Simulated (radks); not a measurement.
Problem. The lutetium ion Lu3+, 68 electrons, occupied as [Xe] 4f12 6s2 (not the ground configuration). Method: Dirac Kohn-Sham, LDA (Slater exchange, Perdew-Wang correlation), spin-unpolarised, spherical densities, point nucleus; open shells fill j = l - 1/2 first; computed with a radial shooting solver on a logarithmic mesh with Libxc functionals.

Spin-orbit splittings of the eigenvalues, e(l+1/2) - e(l-1/2), with zeta = 2 splitting/(2l+1) and mean radii in bohr:

shell  occ.  splitting (eV)  zeta (eV)  <r> j=l-1/2  <r> j=l+1/2
2p        6            1116      744.1      0.06743      0.07504
3p        6           237.9      158.6       0.2022       0.2164
3d       10           51.97      20.79       0.1899       0.1943
4p        6           54.79      36.53       0.4836       0.5160
4d       10           10.08      4.032       0.5370       0.5482
4f       12               ?          ?       0.6538       0.6632
5p        6           8.291      5.527        1.233        1.323

Estimate the 4f splitting.

Solution. 1.692 eV (zeta = 0.4836 eV).
